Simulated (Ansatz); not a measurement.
Isolated molecules relaxed with PBE0-D4/def2-TZVP in Ansatz; ΔE leaves out vibrations. CCSD(T)/CBS adds triple-zeta CCSD(T) − MP2 to the extrapolated MP2 energy (def2 sets, frozen cores). DFT in def2-TZVPP. B3LYP here is the variant with VWN-RPA as its local correlation; programs differ in this. HSE06 is defined as in plane-wave codes. No spin–orbit coupling; open shells (•) take unrestricted orbitals. For Ge outer-core shells are correlated without core-valence functions, which leaves a few kJ/mol of doubt a bond. Scalar relativity is left out up to krypton. One conformer a species, not always the lowest.

Consider the homolysis of the B–Ge bond: `[OH][GeH2][B](O)Cl` → `O[B]Cl`• + `[OH][GeH2]`•.

```
           level  ΔE (kcal/mol)  difference from CCSD(T)/CBS
          PBE-D4           79.5                         -6.9
        B3LYP-D4           79.2                         -7.2
      r2SCAN0-D4           77.7                         -8.7
        HSE06-D4           80.7                         -5.7
    CAM-B3LYP-D4           80.8                         -5.6
         ωB97X-V           85.1                         -1.3
             PBE           77.4                         -9.0
          revPBE           72.6                        -13.8
           HSE06           79.0                         -7.4
         LC-ωPBE           80.1                         -6.3
    MP2/def2-SVP           81.9                         -4.5
CCSD(T)/def2-SVP           81.1                         -5.3
 CCSD/def2-TZVPP           82.3                         -4.1
  MP2/def2-QZVPP           86.2                         -0.2
    HF/CBS(def2)           59.8                        -26.6
   MP2/CBS(def2)           87.5                          1.1
     CCSD(T)/CBS           86.4                            0
```

Largest T1 diagnostic among the species: 0.015.

From PBE to PBE0 (25 % exact exchange), in def2-TZVPP and without D4, ΔE moves by +1.6 kcal/mol. In def2-TZVPP, CCSD(T) changes the Hartree–Fock value by +23.3 kcal/mol (the triples alone add +1.5 kcal/mol) and MP2 by +24.4 kcal/mol; breaking electron pairs costs correlation energy, which Hartree–Fock lacks.

CCSD(T)/CBS has its own doubt, a few kJ/mol and more with outer-core shells, so smaller differences from it don't rank the levels.
